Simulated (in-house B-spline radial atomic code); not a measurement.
Values are calculated unless marked as measured or tabulated.
## Extrapolating the RPA correlation energy in partial waves: the copper ion Cu⁺

All-electron RPA on Hartree-Fock orbitals from a B-spline radial code for spherical atoms, scalar-relativistic (spin-free one-electron X2C), finite nucleus, configuration [Ar] 3d10. With empty states up to angular momentum L the sums are:

```
L  E_c(L) (hartree)
4         -1.739307
5         -1.836819
6         -1.884493
7         -1.909840
```

For large l each further wave adds A/(l + 1/2)⁴, because the basis must build the cusp where two electrons meet.

**Question.** Estimate the limit from L = 6 and L = 7.

**Answer.** Wave 7 adds -0.025347, against a sum of (l + 1/2)⁻⁴ of 3.16049e-04, so A = -80.199. The sum over l > 7 is ζ(4, 8.5) = 6.4602e-04, close to 1/(3 × 8³) = 6.5104e-04. The tail is -0.051811 and the limit -1.96165 hartree.

**Question.** How good is the estimate?

**Answer.** A run to L = 11 sums to -1.94100 and extrapolates to -1.95268 hartree, 0.85 millihartree from the run before. The estimate differs from that by -8.97 millihartree, while the bare sum at L = 7 misses 42.8 millihartree (2.2 %).
